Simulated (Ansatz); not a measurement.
Job for Ansatz (an electronic-structure program): R-PBE/def2-TZVPP on diiodomethane (SMILES ICI), atoms moved off the minimum. Elements past Kr take the def2 small-core potentials; no spin–orbit coupling.

Ansatz 0.2 input:
```yaml
crystal:
  periodic: [false, false, false]
  atoms:
    - {symbol: I, position_ang: [-1.86263823, 0.17797239, 0.05213625]}
    - {symbol: C, position_ang: [0.12365636, -1.14302115, 0.06217780]}
    - {symbol: I, position_ang: [1.84299798, 0.13619821, 0.11180619]}
    - {symbol: H, position_ang: [0.07497431, -1.70586817, 0.88947574]}
    - {symbol: H, position_ang: [-0.01761124, -1.72545852, -0.85295722]}
basis:
  gaussian:
    orbitals: def2-TZVPP
hamiltonian:
  xc: {name: PBE}
scf: {lower_state_search: off}
output: {forces: true}
```

It printed:

```
WARN ansatz: RAYON_NUM_THREADS=6 ignored (pool sized by the plan → 6); use --threads N
Functional definition: PBE
these checks for a lower state are left out or cut short: stability, starts, cluster_reference, orbital_swaps, neighbouring_geometries, increment
integrals: 0.07 GiB planned
1032 factors; their error is unknown
mean field: 0.56 GiB planned
mean field evaluation 1: about -17259.7865 eV, gradient 6.3e1 eV
mean field evaluation 2: about -17226.0719 eV, gradient 1.1e2 eV
mean field evaluation 4: about -17269.1823 eV, gradient 1.2e1 eV
mean field evaluation 8: about -17269.4880 eV, gradient 1.6e-1 eV
mean field evaluation 16: about -17269.4682 eV, gradient 2.5e-4 eV
mean field -17269.46820416 eV, -634.6412508368 hartree, gradient 6.0e-6 eV, S^2 0.000000; 0 other end points of the search recorded, 0 dependent functions left out
the calculation of the forces begins
reference -17269.46823605 eV, -634.6412520089 hartree; 29, 29 occupied and 130, 130 virtual orbitals, 1032 factors
Total energy: -17269.46823605 eV, -634.6412520089 hartree
Atom 0 at    -1.862638     0.177972     0.052136 Å, force     1.207436    -0.974185     0.084647 eV/Å
Atom 1 at     0.123656    -1.143021     0.062178 Å, force    -0.980241     3.089965    -3.217092 eV/Å
Atom 2 at     1.842998     0.136198     0.111806 Å, force    -0.328000    -0.507937    -0.118732 eV/Å
Atom 3 at     0.074974    -1.705868     0.889476 Å, force    -0.232076    -1.908126     3.310810 eV/Å
Atom 4 at    -0.017611    -1.725459    -0.852957 Å, force     0.332881     0.300282    -0.059633 eV/Å
Dipole moment:     0.163106    -0.243428    -0.005147 e Å
Checks for a lower state left out: stability, starts, cluster_reference, orbital_swaps, neighbouring_geometries, increment
```

The calculation finished and met its thresholds.

Cost: about 5 core-seconds (a rough figure).
